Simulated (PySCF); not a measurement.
**Broadened absorption spectrum of C6H11P**

Species: C₆H₁₁P.
Z-matrix (Å and degrees, GFN2-xTB geometry), rows numbered from 1:
```
C 
C   1  1.3208
C   2  1.4902  1  124.13
C   3  1.5387  2  115.89  1  -135.37
P   4  1.8747  3   92.17  2  -143.35
C   3  1.5536  2  116.66  1   112.87
C   6  1.5201  3  115.27  2    27.58
H   1  1.0770  2  122.12  3  -179.49
H   1  1.0784  2  121.76  3     0.30
H   2  1.0820  1  120.08  3   179.87
H   3  1.0942  2  109.14  1   -10.76
H   4  1.0915  3  112.02  2   -30.63
H   4  1.0885  3  116.37  2    95.28
H   5  1.4064  4   94.03  3   -75.84
H   6  1.0928  3  113.60  2   -99.86
H   7  1.0886  6  111.01  3    54.43
H   7  1.0889  6  109.79  3   173.87
H   7  1.0892  6  110.58  3   -66.30
```

Computed, not measured: TDDFT CAM-B3LYP/def2-SVPD, vertical, gas phase, core orbitals frozen in the response (PySCF 2.14.0, density-fitted response routines).

Computed states:

```csv
state,E (eV),f
S1,5.69,0.045
S2,6.28,0.033
S3,6.95,0.049
S4,7.08,0.439
S5,7.18,0.013
S6,7.30,0.016
S7,7.32,0.049
S8,7.55,0.123
```

Broadening: Gaussians 0.25 eV wide at half height, area fixed by f = 4.319×10⁻⁹ ∫ε dν̃. The width is an assumption, not a result. The curve ends short of the highest state used, and states not computed would add to its high-energy end.

(1) What does the envelope look like, and where are its maxima?

(2) On this curve, what absorbance would a 10⁻³ mol/L sample give at 222 nm over a 1 cm path?

(3) Coming from long wavelengths, where does ε first pass 100 L mol⁻¹ cm⁻¹?

Answers

(1) 
λ (nm), ε (L mol⁻¹ cm⁻¹) and a bar:
```
    178.5      25586 ##############################
    180.3      11197 #############
    182.2       3623 ####
    184.1        920 #
    186.0        183 
    187.9         70 
    189.8        236 
    191.7        802 #
    193.5       1812 ##
    195.4       3005 ####
    197.3       3531 ####
    199.2       2999 ####
    201.1       1875 ##
    203.0        879 #
    204.8        347 
    206.7        172 
    208.6        324 
    210.5        882 #
    212.4       1944 ##
    214.3       3333 ####
    216.1       4449 #####
    218.0       4829 ######
    219.9       4216 #####
    221.8       2994 ####
    223.7       1748 ##
    225.6        848 #
    227.4        363 
    229.3        126 
    231.2         37 
    233.1          9
```

Maxima: 218 nm (5.69 eV), ε about 4800, made up of S1 (100%); 197 nm (6.28 eV), ε about 3500, made up of S2 (100%) (ε in L mol⁻¹ cm⁻¹; maxima over ε = 5, shares over 10%). At its high-energy end, 6.95 eV, the curve is still rising (ε about 27000, from S3 and S4).

(2) 222 nm is 5.585 eV, where ε is about 2900 L mol⁻¹ cm⁻¹, so A = ε c l ≈ 2.9 (Beer–Lambert, with the gas-phase spectrum and the assumed width).

(3) At about 230 nm (5.40 eV), 0.30 eV below S1.

Hardware: Arm Neoverse V2, one thread, no GPU, shared host. Cost: 48 s wall (grids of density and orbitals included), 1.1 GiB resident at most.

One conformer stands for the species.
